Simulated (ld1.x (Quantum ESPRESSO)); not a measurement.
Values are calculated unless marked as measured or tabulated.
**Hardness and transferability of assorted potentials**

Generated with ld1.x 7.5 (TM, RRKJ, ultrasoft, PAW), atompaw 4.2 or ONCVPSP 4.0.1. The cutoff is in Ry: for ld1.x and atompaw files where the sum of valence levels is converged to 10 mRy in a Bessel basis, for ONCV files where the hardest occupied wave has 1 mHa per electron of residual kinetic energy. The error is the largest all-electron minus pseudo excitation energy over each file’s own four to seven test configurations (ionisations up to +4, promotions, holes and added fractions of an electron), all of which were solved. The labels leave out finer settings (local radius, basis sizes, second energies), which also bear on the numbers. Spin-polarised tests are not counted. The rows are a selection from randomly drawn settings: files with unsolved tests, undetermined cutoffs or missed reference levels are left out.

A true bound ghost makes a file unfit for plane-wave use even where its test errors are small: the radial tests pick states by their node count and pass the ghost by.

| element | potential | cutoff (Ry) | largest error (meV) | bound ghosts |
| --- | --- | --- | --- | --- |
| B | TM, LDA (PZ), scalar-relativistic, rc 1.30/2.20/2.20 (spd), local d, core correction no, reference 2s1.5 2p1.5 | 21 | +189 | none |
| P | TM, PBE, scalar-relativistic, rc 1.15/1.30/1.15 (spd), local smoothed, core correction yes, reference 3s2 3p3 | 60 | +564 | none |
| Rh | TM, LDA (PZ), fully relativistic, rc 2.05/2.80/1.95 (spd), local smoothed, core correction no, reference 4d8 5s0 5p0 | 50 | -287 | none |
| Pb | TM, PBEsol, fully relativistic, rc 1.58/2.05/2.15 (spd), local d, core correction yes, reference 6s2 6p0 | 40 | -214 | s, p3/2, p1/2 |
| Bi | TM semilocal, PBEsol, scalar-relativistic, rc 1.95/1.75 (sp), local p, core correction no, reference 6s2 6p3 | 40 | +274 | none |

Fill in the row for Br: RRKJ, PBE, scalar-relativistic, rc 1.25/1.45/0.95 (spd), local s, core correction no, reference 3d10 4s1.5 4p5.5.

cutoff 260 Ry, largest error -963 meV, bound ghosts: none.

Fill in the row for Te: TM, PBE, fully relativistic, rc 1.50/2.05/1.65 (spd), local smoothed, core correction no, reference 5s2 5p2.5.

cutoff 50 Ry, largest error +7.9 meV, bound ghosts: d3/2, d5/2, s.

Fill in the row for Ru: PAW, PBE, scalar-relativistic, rc 3.00/2.90/1.30 (spd), local smoothed, core correction yes, reference 4d7 5s1 5p0.

cutoff 60 Ry, largest error -1259 meV, bound ghosts: none.
